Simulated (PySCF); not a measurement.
UHF on Mo (molybdenum, neutral)

Configuration: [Kr] 4d6, high-spin 5D determinant (an excited configuration). All numbers are calculated (PySCF 2.14, scalar relativity through the core potential, in def2-TZVPPD with the def2 core potential (28 electrons) (6s4p3d2f1g, 56 functions)).

* Total energy: -67.399826 hartree
* One-electron energy: -117.4317 hartree
* Hartree (Coulomb) energy: 57.4526 hartree
* Exchange energy: -7.4207 hartree
* ⟨S²⟩: 6.0066
* ⟨L²⟩: 7.208
* Sum of ⟨r⟩: 22.44 bohr
* Sum of ⟨r²⟩: 46.22 bohr²
* Traceless quadrupole moment −½Σ⟨3z² − r²⟩ along its main axis: 4.31 e·bohr²

| shell | electrons | mean orbital energy (hartree) | spread (hartree) | rms radius, mean of both spins (bohr) |
| --- | --- | --- | --- | --- |
| 4s α | 1 | -2.93850 | 0 | 1.20 |
| 4s β | 1 | -2.77205 | 0 | 1.20 |
| 4p α | 3 | -1.82737 | 0.04707 | 1.35 |
| 4p β | 3 | -1.60188 | 0.01962 | 1.35 |
| 4d α | 5 | -0.24751 | 0.05326 | 2.33 |
| 4d β | 1 | -0.13209 | 0 | 2.33 |

⟨L²⟩ = 7.21 against 6 for a pure D term, so this real determinant mixes terms. Energies and moments cover only the electrons outside the core potential.
